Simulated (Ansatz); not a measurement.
```
atom    x (Å)    y (Å)   z (Å)
   B   1.4300   0.0000  0.0000
   N   0.7150   1.2384  0.0000
   B  -0.7150   1.2384  0.0000
   N  -1.4300   0.0000  0.0000
   B  -0.7150  -1.2384  0.0000
   N   0.7150  -1.2384  0.0000
   H   2.6300   0.0000  0.0000
   H   1.2225   2.1174  0.0000
   H  -1.3150   2.2776  0.0000
   H  -2.4450   0.0000  0.0000
   H  -1.3150  -2.2776  0.0000
   H   1.2225  -2.1174  0.0000
```

RHF on singlet B₃N₃H₆ was run in several spherical basis sets with Ansatz (development build ahead of 0.2.0).

Problem. Rank the basis sets by the total energy that they give, lowest first, with the distance from the lowest.
A. cc-pVDZ
B. def2-SVP
C. 6-31G(d)

Solution. A (0.00 eV), C (0.66 eV), B (5.18 eV).

Totals follow the description of the cores as much as that of the bonds, so this order isn't one of quality for chemistry.
